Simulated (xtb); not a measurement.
H$_{8}$NSi$_{3}$ (SMILES [SiH2]N([SiH3])[SiH3]), doublet, from a rough starting geometry; GFN2-xTB (xtb).

xtb was given this input:
```
$ xtb mol.xyz --gfn 2 --uhf 1 --opt vtight --json

# file mol.xyz
12

Si    -1.52291994     1.17908143    -0.06216917
N     -0.11286090     0.19931209    -0.05141283
Si    -0.16510195    -1.59826664    -0.17833989
Si     1.45635492     0.94722483     0.17531321
H     -2.36382449     0.79172259    -1.24795308
H     -2.23745695     0.97220319     1.20352869
H      0.39152919    -1.97344744    -1.39269346
H     -1.59952446    -1.90820157    -0.05237530
H      0.52400670    -2.14551829     0.96705124
H      1.89070309     0.74977234     1.54772759
H      1.25629335     2.36926777    -0.09859612
H      2.43219105     0.32895717    -0.74787336
```

Write the output that xtb gives for this input, abridged.


```
   ID    Z sym.   atoms
    1   14 Si     1, 3, 4
    2    7 N      2
    3    1 H      5-12

           -------------------------------------------------
          |                Calculation Setup                |
           -------------------------------------------------

molecular fragmentation (1/2 indicates fragments):
111112111112
# atoms in fragment 1/2:    10     2
 fragment masses (1/2) :      104.31        2.02
CMA distance (Bohr)    :   1.114
constraining FC (au)   :  0.0500

           -------------------------------------------------
          |                 G F N 2 - x T B                 |
           -------------------------------------------------

          ...................................................
          :                      SETUP                      :
          :.................................................:
          :  # basis functions                  42          :
          :  # atomic orbitals                  39          :
          :  # shells                           19          :
          :  # electrons                        25          :
          :  max. iterations                   250          :
          :  Hamiltonian                  GFN2-xTB          :
          :  restarted?                      false          :
          :  GBSA solvation                  false          :
          :  PC potential                    false          :
          :  electronic temp.          300.0000000     K    :
          :  accuracy                    1.0000000          :
          :  -> integral cutoff          0.2500000E+02      :
          :  -> integral neglect         0.1000000E-07      :
          :  -> SCF convergence          0.1000000E-05 Eh   :
          :  -> wf. convergence          0.1000000E-03 e    :
          :  Broyden damping             0.4000000          :
          :  net charge                          0          :
          :  unpaired electrons                  1          :
          ...................................................

 iter      E             dE          RMSdq      gap      omega  full diag
   1    -12.1739637 -0.121740E+02  0.695E+00    2.45       0.0  T
   2    -12.3027599 -0.128796E+00  0.417E+00    1.55       1.0  T
   3    -12.3066451 -0.388525E-02  0.290E+00    2.05       1.0  T
   4    -12.3082518 -0.160662E-02  0.115E+00    1.89       1.0  T
   5    -12.3087395 -0.487762E-03  0.332E-01    1.98       1.0  T
   6    -12.3088757 -0.136197E-03  0.216E-01    1.95       1.0  T
   7    -12.3089696 -0.939286E-04  0.770E-02    1.95       1.0  T
   8    -12.3089723 -0.264518E-05  0.444E-02    1.97       1.0  T
   9    -12.3089712  0.106441E-05  0.344E-02    1.96       1.0  T
  10    -12.3089731 -0.189530E-05  0.261E-02    1.96       1.1  T
  11    -12.3089755 -0.240752E-05  0.220E-03    1.97      13.1  T
  12    -12.3089755  0.296547E-07  0.299E-03    1.97       9.6  T
  13    -12.3089755 -0.281872E-07  0.909E-04    1.97      31.8  T
  14    -12.3089755 -0.290759E-08  0.174E-04    1.97     165.9  T

   *** convergence criteria satisfied after 14 iterations ***

         :::::::::::::::::::::::::::::::::::::::::::::::::::::
         ::                     SUMMARY                     ::
         :::::::::::::::::::::::::::::::::::::::::::::::::::::
         :: total energy             -12.191376723144 Eh    ::
         :: gradient norm              0.074908494836 Eh/a0 ::
         :: HOMO-LUMO gap              1.966111930858 eV    ::
         ::.................................................::
         :: SCC energy               -12.308958504673 Eh    ::
         :: -> isotropic ES            0.048440129140 Eh    ::
         :: -> anisotropic ES          0.001250045959 Eh    ::
         :: -> anisotropic XC          0.003627859094 Eh    ::
         :: -> dispersion             -0.010767330412 Eh    ::
         :: repulsion energy           0.117581781529 Eh    ::
         :: add. restraining           0.000000000000 Eh    ::
         :: total charge              -0.000000000000 e     ::
         :::::::::::::::::::::::::::::::::::::::::::::::::::::

      -----------------------------------------------------------
     |                   =====================                   |
     |                        A N C O P T                        |
     |                   =====================                   |
     |               Approximate Normal Coordinate               |
     |                Rational Function Optimizer                |
      -----------------------------------------------------------
      -----------------------------------------------------------
     |                   =====================                   |
     |                        A N C O P T                        |
     |                   =====================                   |
     |               Approximate Normal Coordinate               |
     |                Rational Function Optimizer                |
      -----------------------------------------------------------

          ...................................................
          :                      SETUP                      :
          :.................................................:
          :   optimization level         verytight          :
          :   max. optcycles                   240          :
          :   ANC micro-cycles                  20          :
          :   degrees of freedom                30          :
          :.................................................:
          :   RF solver                   davidson          :
          :   write xtbopt.log                true          :
          :   linear?                        false          :
          :   energy convergence         0.1000000E-06 Eh   :
          :   grad. convergence          0.2000000E-03 Eh/α :
          :   maxmium RF displ.          1.0000000          :
          :   Hlow (freq-cutoff)         0.1000000E-01      :
[...]
 * total energy  :   -12.1977287 Eh     change       -0.7633836E-06 Eh
 * total energy  :   -12.1977291 Eh     change       -0.3994541E-06 Eh
 * total energy  :   -12.1977294 Eh     change       -0.2662466E-06 Eh
 * total energy  :   -12.1977296 Eh     change       -0.2567115E-06 Eh
 * total energy  :   -12.1977298 Eh     change       -0.1407290E-06 Eh
 * total energy  :   -12.1977300 Eh     change       -0.1853817E-06 Eh
 * total energy  :   -12.1977301 Eh     change       -0.1856546E-06 Eh
 * total energy  :   -12.1977305 Eh     change       -0.3797623E-06 Eh
 * total energy  :   -12.1977312 Eh     change       -0.7282503E-06 Eh
 * total energy  :   -12.1977318 Eh     change       -0.5149596E-06 Eh
 * total energy  :   -12.1977319 Eh     change       -0.1335998E-06 Eh
 * total energy  :   -12.1977319 Eh     change       -0.4609454E-07 Eh
   *** GEOMETRY OPTIMIZATION CONVERGED AFTER 44 ITERATIONS ***
         :: total energy             -12.197731943494 Eh    ::
[...]
         :: HOMO-LUMO gap              2.126765124543 eV    ::
         ::.................................................::
         :: SCC energy               -12.312807711814 Eh    ::
         :: -> isotropic ES            0.047598199566 Eh    ::
         :: -> anisotropic ES          0.000588584519 Eh    ::
         :: -> anisotropic XC          0.003927769857 Eh    ::
         :: -> dispersion             -0.010778980134 Eh    ::
         :: repulsion energy           0.115075768319 Eh    ::
         :: add. restraining           0.000000000000 Eh    ::
         :: total charge               0.000000000000 e     ::
         :::::::::::::::::::::::::::::::::::::::::::::::::::::

           -------------------------------------------------
          |                Property Printout                |
           -------------------------------------------------

    * Orbital Energies and Occupations

         #    Occupation            Energy/Eh            Energy/eV
      -------------------------------------------------------------
         1        2.0000           -0.7468413             -20.3226
         2        2.0000           -0.6987151             -19.0130
         3        2.0000           -0.6781324             -18.4529
         4        2.0000           -0.5061375             -13.7727
         5        2.0000           -0.4410342             -12.0012
         6        2.0000           -0.4399213             -11.9709
         7        2.0000           -0.4365942             -11.8803
         8        2.0000           -0.4239129             -11.5353
         9        2.0000           -0.4177017             -11.3662
        10        2.0000           -0.4149660             -11.2918
        11        2.0000           -0.4128646             -11.2346
        12        2.0000           -0.3747142             -10.1965
        13        1.0000           -0.2787619              -7.5855 (HOMO)
        14                         -0.2006047              -5.4587 (LUMO)
        15                         -0.1718759              -4.6770
        16                         -0.1709991              -4.6531
        17                         -0.1588854              -4.3235
        18                         -0.1493553              -4.0642
        19                         -0.1457117              -3.9650
        20                         -0.1434592              -3.9037
        21                         -0.1393003              -3.7906
        22                         -0.1163711              -3.1666
        23                         -0.0700419              -1.9059
        24                         -0.0571572              -1.5553
       ...                                ...                  ...
        39                          0.9000809              24.4924
      -------------------------------------------------------------
                  HL-Gap            0.0781572 Eh            2.1268 eV
             Fermi-level           -0.2832107 Eh           -7.7066 eV

     #   Z          covCN         q      C6AA      α(0)
     1  14 Si       3.026     0.395   170.336    28.400
     2   7 N        2.458    -0.513    33.822     8.636
     3  14 Si       3.871     0.504    96.645    18.803
     4  14 Si       3.970     0.501    96.677    18.803
     5   1 H        0.919    -0.091     5.258     3.586
     6   1 H        0.918    -0.085     5.057     3.517
     7   1 H        0.919    -0.120     6.309     3.928
     8   1 H        0.919    -0.119     6.273     3.917
     9   1 H        0.917    -0.117     6.203     3.895
    10   1 H        0.917    -0.121     6.343     3.939
    11   1 H        0.919    -0.116     6.144     3.877
    12   1 H        0.919    -0.120     6.317     3.931

 Mol. C6AA /au·bohr⁶  :       3314.393330
 Mol. C8AA /au·bohr⁸  :     136333.413209
 Mol. α(0) /au        :        105.232787

Wiberg/Mayer (AO) data.
largest (>0.10) Wiberg bond orders for each atom

 ---------------------------------------------------------------------------
     #   Z sym  total        # sym  WBO       # sym  WBO       # sym  WBO
 ---------------------------------------------------------------------------
     1  14 Si   2.824 --     2 N    1.004     6 H    0.887     5 H    0.884
     2   7 N    3.305 --     3 Si   1.032     4 Si   1.018     1 Si   1.004
     3  14 Si   3.717 --     2 N    1.032     8 H    0.891     7 H    0.889
                             9 H    0.886
     4  14 Si   3.723 --     2 N    1.018    11 H    0.891    12 H    0.891
                            10 H    0.887
     5   1 H    0.990 --     1 Si   0.884
     6   1 H    0.991 --     1 Si   0.887
     7   1 H    0.986 --     3 Si   0.889
     8   1 H    0.986 --     3 Si   0.891
     9   1 H    0.986 --     3 Si   0.886
    10   1 H    0.985 --     4 Si   0.887
    11   1 H    0.987 --     4 Si   0.891
    12   1 H    0.986 --     4 Si   0.891
 ---------------------------------------------------------------------------

Topologies differ in total number of bonds
Writing topology from bond orders to xtbtopo.mol

molecular dipole:
                 x           y           z       tot (Debye)
 q only:       -0.250       0.355      -0.067
   full:        0.011      -0.041       0.161       0.424
molecular quadrupole (traceless):
                xx          xy          yy          xz          yz          zz
 q only:        0.072      -1.568       1.543       0.445      -0.734      -1.615
  q+dip:       -0.791      -0.205      -0.920      -0.288      -0.364       1.711
   full:        0.341       0.081       0.154      -0.451       0.250      -0.495

optimized geometry written to: xtbopt.xyz

           -------------------------------------------------
          | TOTAL ENERGY              -12.197731943494 Eh   |
          | GRADIENT NORM               0.000027523417 Eh/α |
          | HOMO-LUMO GAP               2.126765124543 eV   |
           -------------------------------------------------
```
